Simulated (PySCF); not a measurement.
# Working out the ionisation energy of Br⁺

Br⁺ [Ar] 3d10 4s2 4p4 (3P) → Br²⁺ [Ar] 3d10 4s2 4p3 (4S). Computed with PySCF 2.14 in aug-cc-pVDZ-DK (6s5p3d, 36 functions), with the spin-free X2C one-electron Hamiltonian (Gaussian nucleus). Frozen: [Ar] 3d10. Energies in hartree (1 hartree = 27.21139 eV):

```
            part   Br⁺ (lower)  Br²⁺ (upper)
             UHF  -2603.903970  -2603.161868
CCSD correlation     -0.089364     -0.071594
             (T)     -0.001106     -0.000644
```

Question: What does Hartree-Fock give?

Answer: (-2603.161868) − (-2603.903970) = 0.742102 hartree = 20.194 eV.

Question: What do CCSD and CCSD(T) give?

Answer: The CCSD correlation energies differ by 0.017770 hartree = 0.484 eV and the triples by 0.000462 hartree = 0.013 eV, so CCSD gives 20.678 eV and CCSD(T) 20.691 eV.

Measured between the centres of the two terms (NIST): 21.409 eV, so CCSD(T) (valence) is off by -0.718 eV.

A double-zeta basis recovers only part of the correlation energy.

What remains against the reference includes basis incompleteness, the frozen core and higher excitations.
